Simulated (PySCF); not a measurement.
C₅H₇O, SMILES [CH]1CCCC1=O, multiplicity 2.

Geometry optimised at r2SCAN-D4/def2-SVP. The isomer is the one that the SMILES or the coordinates give; other isomers of the formula were not compared. One conformer was computed; it need not be the lowest.

All values below come from PySCF with TDA-PBE/def2-SVPD.

Vertical excitations. Isolated molecule, no solvent.

Q: List the lowest excited states. (Estimate from the structure and the level; the computed values follow.)

A: 
| state | energy (eV) | λ (nm) | f | main pairs |
|---|---|---|---|---|
| root 1 | 1.18 | 1053 | 0.000 | β HOMO→LUMO 100 % |
| root 2 | 3.94 | 314 | 0.022 | β HOMO−1→LUMO 92 % |
| root 3 | 4.60 | 270 | 0.002 | β HOMO−2→LUMO 99 % |
| root 4 | 4.75 | 261 | 0.002 | α HOMO→LUMO 16 %, β HOMO−3→LUMO 77 % |
| root 5 | 4.85 | 256 | 0.000 | α HOMO→LUMO 46 %, α HOMO−1→LUMO 35 %, β HOMO→LUMO+1 13 % |
| root 6 | 4.93 | 252 | 0.009 | α HOMO−1→LUMO 14 %, β HOMO−4→LUMO 68 % |
| root 7 | 5.22 | 237 | 0.003 | β HOMO−5→LUMO 98 % |
| root 8 | 5.36 | 231 | 0.000 | α HOMO→LUMO 10 %, β HOMO→LUMO+1 83 % |
| root 9 | 5.41 | 229 | 0.001 | β HOMO→LUMO+2 94 % |
| root 10 | 5.48 | 226 | 0.001 | α HOMO→LUMO+1 92 % |
Unrestricted roots are not spin-pure.
